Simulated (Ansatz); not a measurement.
The cluster H₆Au₃. The state is a doublet with charge 0. Geometry PBE0-D4/def2-SVP.

```xyz
9

Au    0.552    0.624   -1.706
Au    0.138   -0.109    1.389
Au   -1.501   -0.904   -0.899
H    -1.743   -0.807   -2.480
H     1.312    0.624    2.149
H     1.784    1.524   -2.125
H    -1.263   -1.040    0.843
H     0.942    0.653   -0.038
H    -0.220   -0.565    2.866
```

In the def2 sets Au takes a core potential; there is no spin–orbit coupling. No other spin state of charge 0 was run. The structure comes from a short search, and lower isomers may exist.

(1) Estimate the α-spin orbital energies around the gap (eV) in Ansatz with HF/def2-TZVP, PBE-D4/def2-TZVP, r2SCAN-D4/def2-TZVP, PBE0-D4/def2-TZVP.

Answers

(1) 
```csv
orbital,HF/def2-TZVP,PBE-D4/def2-TZVP,r2SCAN-D4/def2-TZVP,PBE0-D4/def2-TZVP
HOMO−9,-14.91,-8.68,-9.07,-10.43
HOMO−8,-13.76,-8.48,-8.76,-9.94
HOMO−7,-13.68,-8.32,-8.65,-9.82
HOMO−6,-13.59,-8.20,-8.52,-9.76
HOMO−5,-13.39,-8.19,-8.48,-9.70
HOMO−4,-13.30,-7.99,-8.33,-9.43
HOMO−3,-12.69,-7.81,-8.12,-9.39
HOMO−2,-11.23,-7.59,-7.86,-8.73
HOMO−1,-10.55,-7.09,-7.34,-8.15
HOMO,-9.34,-5.93,-6.23,-6.92
LUMO,0.57,-2.96,-2.80,-2.24
LUMO+1,0.61,-2.02,-1.86,-1.44
LUMO+2,1.70,-1.96,-1.75,-1.21
LUMO+3,2.31,-0.65,-0.33,0.19
LUMO+4,2.70,-0.37,0.05,0.25
LUMO+5,2.75,0.15,0.59,0.77
β HOMO,-10.12,-7.03,-7.26,-7.99
β LUMO,-1.02,-5.30,-5.16,-4.54
```
